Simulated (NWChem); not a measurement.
System: TaF$_{5}$; SMILES [F][Ta]([F])([F])([F])[F]

Excerpt of the output:

```
             Northwest Computational Chemistry Package (NWChem) 7.3.0
             --------------------------------------------------------

 D3H symmetry detected

                             Geometry "geometry" -> ""
                             -------------------------

 Output coordinates in angstroms (scale by  1.889725989 to convert to a.u.)

  No.       Tag          Charge          X              Y              Z
 ---- ---------------- ---------- -------------- -------------- --------------
    1 Ta                  73.0000    -0.00000000     0.00000000     0.00000000
    2 F                    9.0000    -0.00000000     0.00000000    -1.88057900
    3 F                    9.0000    -0.00000000     0.00000000     1.88057900
    4 F                    9.0000     1.31023914     1.31023914     0.00000000
    5 F                    9.0000    -1.78981995     0.47958081     0.00000000
    6 F                    9.0000     0.47958081    -1.78981995     0.00000000

 Effective nuclear repulsion energy (a.u.)    1081.5120623075

      Symmetry information
      --------------------

 Group name             D3h
 Group number             27
 Group order              12
 No. of unique centers     3

                                 NWChem DFT Module
                                 -----------------

 Summary of "ao basis" -> "ao basis" (spherical)
 ------------------------------------------------------------------------------
       Tag                 Description            Shells   Functions and Types
 ---------------- ------------------------------  ------  ---------------------
 Ta                        def2-tzvpp               16       56   6s4p3d2f1g
 F                         def2-tzvpp               11       31   5s3p2d1f

      Symmetry analysis of basis
      --------------------------

        a1'        38
        a1"         5
        a2'        10
        a2"        26
        e'         82
        e"         50

  Rotation of axis

            General Information
            -------------------
          SCF calculation type: DFT
          Wavefunction type:  closed shell.
          No. of atoms     :     6
          No. of electrons :    58
           Alpha electrons :    29
            Beta electrons :    29
          Charge           :     0
          Spin multiplicity:     1
          Use of symmetry is: on ; symmetry adaption is: on
          Maximum number of iterations: 150
          AO basis - number of functions:   211
                     number of shells:    71
          Convergence on energy requested:  1.00D-06
          Convergence on density requested:  1.00D-05
          Convergence on gradient requested:  5.00D-04

              XC Information
              --------------
                         B3LYP Method XC Potential
                     Hartree-Fock (Exact) Exchange  0.200
                        Slater Exchange Functional  0.800 local
                    Becke 1988 Exchange Functional  0.720 non-local
              Lee-Yang-Parr Correlation Functional  0.810
                  VWN I RPA Correlation Functional  0.190 local

             Grid Information
             ----------------
          Grid used for XC integration:  medium
          Radial quadrature: Mura-Knowles
          Angular quadrature: Lebedev.
          Tag              B.-S. Rad. Rad. Pts. Rad. Cut. Ang. Pts.
          ---              ---------- --------- --------- ---------
          Ta                  1.45      123           8.0       590
          F                   0.50       49          10.0       434
          Grid pruning is: on
          Number of quadrature shells:   221
          Spatial weights used:  Erf1

      Superposition of Atomic Density Guess
      -------------------------------------

 Sum of atomic energies:        -559.00426564

      Non-variational initial energy
      ------------------------------

 Total energy =    -553.129934
 1-e energy   =   -1417.416384
 2-e energy   =     549.324152
 HOMO         =      -0.638422
 LUMO         =      -0.015285

      Symmetry analysis of molecular orbitals - initial
      -------------------------------------------------

  Numbering of irreducible representations:

     1 a1'         2 a1"         3 a2'         4 a2"         5 e'
     6 e"

  Orbital symmetries:

     1 a1'         2 e'          3 e'          4 a1'         5 a2"
     6 a1'         7 a2"         8 e'          9 e'         10 a1'
    11 a1'        12 e'         13 e'         14 a2"        15 a1'
    16 e"         17 e"         18 a1'        19 e'         20 e'
    21 a2"        22 a2'        23 e'         24 e'         25 e'
    26 e'         27 e"         28 e"         29 a2"        30 a1'
    31 e"         32 e"         33 e'         34 e'         35 a2"
    36 e'         37 e'         38 a1'        39 e"

------------------------------------------------------------
EAF file 0: "./job.aoints.0" size=120586240 bytes
------------------------------------------------------------
               write      read    awrite     aread      wait
               -----      ----    ------     -----      ----
     calls:      230         0         0         0         0
   data(b): 1.21e+08  0.00e+00  0.00e+00  0.00e+00
   time(s): 0.00e+00  0.00e+00  0.00e+00  0.00e+00  0.00e+00
rate(mb/s): 0.00e+00  0.00e+00
------------------------------------------------------------

     ---------------------------------------------
      Total Density - Mulliken Population Analysis
     ---------------------------------------------

    Atom       Charge   Shell Charges
 -----------   ------   -------------------------------------------------------
    1 Ta  13     9.91  -0.03 -0.34  1.41  0.96  0.30  0.01  2.30  2.93  0.93  0.08  0.38  0.58  0.09  0.05  0.19  0.07
    2 F    9     9.64   0.77  1.20  0.62  1.02  0.32  2.42  2.39  0.90  0.00  0.00  0.00
    3 F    9     9.64   0.77  1.20  0.62  1.02  0.32  2.42  2.39  0.90  0.00  0.00  0.00
    4 F    9     9.60   0.77  1.20  0.62  1.02  0.32  2.40  2.38  0.89  0.00  0.00  0.00
    5 F    9     9.60   0.77  1.20  0.62  1.02  0.32  2.40  2.38  0.89  0.00  0.00  0.00
    6 F    9     9.60   0.77  1.20  0.62  1.02  0.32  2.40  2.38  0.89  0.00  0.00  0.00

   convergence    iter        energy       DeltaE   RMS-Dens  Diis-err
 ---------------- ----- ----------------- --------- --------- ---------
 d= 0,ls=0.0,diis     1   -556.4197369472 -8.71D+02  1.58D-02  3.92D+00
 d= 0,ls=0.0,diis     2   -553.4385434463  2.98D+00  1.05D-02  4.18D+01
 d= 0,ls=0.0,diis     3   -556.8357265531 -3.40D+00  9.82D-04  1.78D-01
 d= 0,ls=0.0,diis     4   -556.8382565573 -2.53D-03  5.66D-04  1.54D-01
 d= 0,ls=0.0,diis     5   -556.8498663138 -1.16D-02  1.14D-04  1.84D-03
  Resetting Diis
 d= 0,ls=0.0,diis     6   -556.8499887565 -1.22D-04  3.08D-05  1.13D-04
 d= 0,ls=0.0,diis     7   -556.8499990103 -1.03D-05  6.24D-06  3.06D-06
 d= 0,ls=0.0,diis     8   -556.8499986495  3.61D-07  4.55D-06  7.81D-06

         Total DFT energy =     -556.849998649513
      One electron energy =    -1419.988645932458
           Coulomb energy =      607.358116682703
    Exchange-Corr. energy =      -59.181767656930
 Nuclear repulsion energy =      314.962298257172

 Numeric. integr. density =       57.999998485036

                  Occupations of the irreducible representations
                  ----------------------------------------------

                     irrep           alpha         beta
                     --------     --------     --------
                     a1'               7.0          7.0
                     a1"               0.0          0.0
                     a2'               1.0          1.0
                     a2"               5.0          5.0
                     e'               12.0         12.0
                     e"                4.0          4.0

                       DFT Final Molecular Orbital Analysis
                       ------------------------------------

 Vector   27  Occ=2.000000D+00  E=-4.454508D-01  Symmetry=a2"
              MO Center=  5.4D-15, -8.6D-14, -1.2D-14, r^2= 4.1D+00
   Bfn.  Coefficient  Atom+Function         Bfn.  Coefficient  Atom+Function
  ----- ------------  ---------------      ----- ------------  ---------------
    64      0.350572  2 F  pz                95      0.350572  3 F  pz
    67      0.283361  2 F  pz                98      0.283361  3 F  pz
    12      0.187696  1 Ta pz                70      0.178536  2 F  pz
   101      0.178536  3 F  pz                 9      0.090807  1 Ta pz
    15     -0.084230  1 Ta pz               126      0.072802  4 F  pz

 Vector   28  Occ=2.000000D+00  E=-4.389185D-01  Symmetry=e"
              MO Center= -2.4D-01,  2.8D-01, -8.9D-15, r^2= 3.8D+00
   Bfn.  Coefficient  Atom+Function         Bfn.  Coefficient  Atom+Function
  ----- ------------  ---------------      ----- ------------  ---------------
    62      0.277254  2 F  px                93     -0.277254  3 F  px
   157     -0.262201  5 F  pz                65      0.224014  2 F  px
    96     -0.224014  3 F  px               160     -0.212123  5 F  pz
   126      0.201869  4 F  pz               129      0.163314  4 F  pz
    68      0.150263  2 F  px                99     -0.150263  3 F  px

 Vector   29  Occ=2.000000D+00  E=-4.389185D-01  Symmetry=e"
              MO Center=  2.4D-01, -2.8D-01,  1.5D-13, r^2= 3.8D+00
   Bfn.  Coefficient  Atom+Function         Bfn.  Coefficient  Atom+Function
  ----- ------------  ---------------      ----- ------------  ---------------
    63      0.277254  2 F  py                94     -0.277254  3 F  py
   188     -0.267930  6 F  pz                66      0.224014  2 F  py
    97     -0.224014  3 F  py               191     -0.216759  6 F  pz
   126      0.186214  4 F  pz                69      0.150263  2 F  py
   100     -0.150263  3 F  py               129      0.150650  4 F  pz

 Vector   30  Occ=0.000000D+00  E=-1.013942D-01  Symmetry=e"
              MO Center=  2.1D-02, -2.6D-02,  2.1D-14, r^2= 1.7D+00
   Bfn.  Coefficient  Atom+Function         Bfn.  Coefficient  Atom+Function
  ----- ------------  ---------------      ----- ------------  ---------------
    20      0.605122  1 Ta d -1              25      0.459422  1 Ta d -1
    63      0.150996  2 F  py                94     -0.150996  3 F  py
   188      0.138295  6 F  pz                69      0.128566  2 F  py
   100     -0.128566  3 F  py               194      0.119935  6 F  pz
    66      0.119323  2 F  py                97     -0.119323  3 F  py

 Vector   31  Occ=0.000000D+00  E=-1.013942D-01  Symmetry=e"
              MO Center= -2.1D-02,  2.6D-02,  1.0D-14, r^2= 1.7D+00
   Bfn.  Coefficient  Atom+Function         Bfn.  Coefficient  Atom+Function
  ----- ------------  ---------------      ----- ------------  ---------------
    22      0.605122  1 Ta d  1              27      0.459422  1 Ta d  1
    62     -0.150996  2 F  px                93      0.150996  3 F  px
   157     -0.133768  5 F  pz                68     -0.128566  2 F  px
    99      0.128566  3 F  px                65     -0.119323  2 F  px
    96      0.119323  3 F  px               163     -0.116009  5 F  pz

 Vector   32  Occ=0.000000D+00  E=-6.249334D-02  Symmetry=e'
              MO Center= -2.1D-01, -9.1D-02, -2.3D-14, r^2= 2.1D+00
   Bfn.  Coefficient  Atom+Function         Bfn.  Coefficient  Atom+Function
  ----- ------------  ---------------      ----- ------------  ---------------
    19      0.542825  1 Ta d -2              24      0.428163  1 Ta d -2
    29      0.221165  1 Ta d -2              17     -0.195308  1 Ta py
   123     -0.158513  4 F  s                156      0.155319  5 F  py
    11      0.154328  1 Ta py               131      0.146801  4 F  py
   193      0.146567  6 F  py               162      0.143928  5 F  py

------------------------------------------------------------
EAF file 0: "./job.aoints.0" size=169869312 bytes
------------------------------------------------------------
               write      read    awrite     aread      wait
               -----      ----    ------     -----      ----
     calls:      324         7         0      2261      2261
   data(b): 1.70e+08  3.67e+06  0.00e+00  1.19e+09
   time(s): 0.00e+00  0.00e+00  0.00e+00  0.00e+00  0.00e+00
rate(mb/s): 0.00e+00  0.00e+00
------------------------------------------------------------

     ---------------------------------------------
      Total Density - Mulliken Population Analysis
     ---------------------------------------------

    Atom       Charge   Shell Charges
 -----------   ------   -------------------------------------------------------
    1 Ta  13    11.56  -0.03 -0.36  1.52  0.88  0.38 -0.04  2.37  3.07  0.82  0.13  0.98  1.13  0.18  0.07  0.34  0.10
    2 F    9     9.32   0.77  1.20  0.62  0.97  0.37  2.28  2.12  0.98  0.00  0.01  0.00
    3 F    9     9.32   0.77  1.20  0.62  0.97  0.37  2.28  2.12  0.98  0.00  0.01  0.00
    4 F    9     9.27   0.77  1.20  0.62  0.97  0.37  2.28  2.11  0.94  0.00  0.01  0.00
    5 F    9     9.27   0.77  1.20  0.62  0.97  0.37  2.28  2.11  0.94  0.00  0.01  0.00
    6 F    9     9.27   0.77  1.20  0.62  0.97  0.37  2.28  2.11  0.94  0.00  0.01  0.00

     -------------------------------------------
      Total Density - Lowdin Population Analysis
     -------------------------------------------

    Atom       Charge   Shell Charges
 -----------   ------   -------------------------------------------------------
    1 Ta  13    13.06   0.01  0.03  0.86  0.93  0.26  0.09  2.49  2.45  1.14  0.42  0.86  1.34  0.66  0.09  1.04  0.39
    2 F    9     9.02   0.86  1.10  0.61  0.73  0.41  2.14  2.13  1.03  0.00  0.01  0.00
    3 F    9     9.02   0.86  1.10  0.61  0.73  0.41  2.14  2.13  1.03  0.00  0.01  0.00
    4 F    9     8.97   0.86  1.10  0.60  0.73  0.40  2.14  2.12  1.00  0.00  0.01  0.00
    5 F    9     8.97   0.86  1.10  0.60  0.73  0.40  2.14  2.12  1.00  0.00  0.01  0.00
    6 F    9     8.97   0.86  1.10  0.60  0.73  0.40  2.14  2.12  1.00  0.00  0.01  0.00

     Multipole analysis of the density
     ---------------------------------

     L   x y z        total         alpha         beta         nuclear
     -   - - -        -----         -----         ----         -------
     0   0 0 0      0.000000    -29.000000    -29.000000     58.000000

     1   1 0 0     -0.000000     -0.000000     -0.000000     -0.000000
     1   0 1 0     -0.000000     -0.000000     -0.000000     -0.000000
     1   0 0 1     -0.000000     -0.000000     -0.000000      0.000000

     2   2 0 0    -36.355940   -100.940275   -100.940275    165.524610
     2   1 1 0      0.000000      0.000000      0.000000     -0.000000
     2   1 0 1      0.000000      0.000000      0.000000      0.000000
     2   0 2 0    -36.355940   -100.940275   -100.940275    165.524610
     2   0 1 1      0.000000      0.000000      0.000000      0.000000
     2   0 0 2    -40.239169   -133.783692   -133.783692    227.328215
```

Level: B3LYP/def2-TZVPP with def2 effective core potentials on Ta. The geometry was optimised at PBE0/def2-SVP. B3LYP is NWChem's, with the RPA form of VWN correlation. def2 effective core potentials on Ta; no spin-orbit coupling.

Problem. Reconstruct the input file.

Solution. One answer among several that fit: the input that was run:
```
start job
memory heap 200 mb stack 900 mb global 1100 mb
geometry units angstroms noautoz
  Ta     0.000000     0.000000     0.000000
  F      0.000000     0.000000     1.880579
  F      0.000000     0.000000    -1.880579
  F      1.310239     1.310239     0.000000
  F      0.479581    -1.789820     0.000000
  F     -1.789820     0.479581     0.000000
end
basis spherical
  * library def2-tzvpp
end
ecp
  Ta library def2-ecp
end
dft
  xc b3lyp
  iterations 150
  semidirect filesize 400000000
  mulliken
end
task dft energy
```
